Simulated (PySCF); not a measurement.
C2H2F3, SMILES FC(F)(F)[CH2], multiplicity 2. Geometry: B3LYP-D3(BJ)/def2-SVP. The isomer is the one that the SMILES or the coordinates give; other isomers of the formula were not compared.

Level of theory: B3LYP-D3(BJ)/def2-SVP in PySCF 2.14.0.

Harmonic wavenumbers (cm⁻¹): 115, 342, 374, 506, 537, 607, 620, 867, 930, 1149, 1260, 1304, 1436, 3173, 3307. Rotational constants (GHz): 5.543, 5.459, 5.327; symmetry number 1.

Problem. Work out the zero-point energy and the ideal-gas rigid-rotor harmonic-oscillator thermochemistry at 298.15 K and 1 atm.

Solution. ZPE = ½ Σ hcν = ½ × 16529 cm⁻¹ = 23.63 kcal/mol. H − E(el) = 27.44 kcal/mol. Entropy in cal/(mol K): translation 39.16, rotation 25.10, vibration 7.92, spin 1.38, total 73.57. G − E(el) = 5.51 kcal/mol. Cp = 19.07 cal/(mol K). Modes under 150 cm⁻¹ make the vibrational entropy uncertain.
